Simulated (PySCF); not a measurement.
From a computed spectrum to the compound

A species of 4 atoms with charge 2 has these harmonic modes (PBE0, small Gaussian bases with core potentials, PySCF 2.14.0):

```json
{"cm⁻¹": "335", "km/mol": "10.8", "symmetry": "a1"}
{"cm⁻¹": "562", "km/mol": "93.6", "symmetry": "b2"}
{"cm⁻¹": "578", "km/mol": "356.6", "symmetry": "b1"}
{"cm⁻¹": "1684", "km/mol": "111.2", "symmetry": "a1"}
{"cm⁻¹": "3722", "km/mol": "282.5", "symmetry": "a1"}
{"cm⁻¹": "3770", "km/mol": "323.5", "symmetry": "b2"}
```

(1) Which species is it, and in which structure?

## Answers

(1) [Dy(H2O)]2+ (singlet in the valence; each metal's 4f electrons, 10 of them, lie in its core potential, out of spins and levels):
```xyz
4

Dy    0.0000    0.0000   -0.2429
O     0.0000    0.0000    2.1432
H     0.7666    0.0000    2.7486
H    -0.7666    0.0000    2.7486
```
Ideal gas at 298.15 K and 1 bar: S = 278.2 J/(mol K), Cp = 49.3 J/(mol K), H − H(0 K) = 11.8 kJ/mol (rigid rotor, harmonic modes, spin degeneracy alone, that of the 4f electrons in the core included). An lcecp potential fixes the number of 4f electrons, so in runs with it no electron can move into or out of that shell; real Dy(II) is rare or takes another configuration.
 The answer isn't unique; the calculation gave this one.
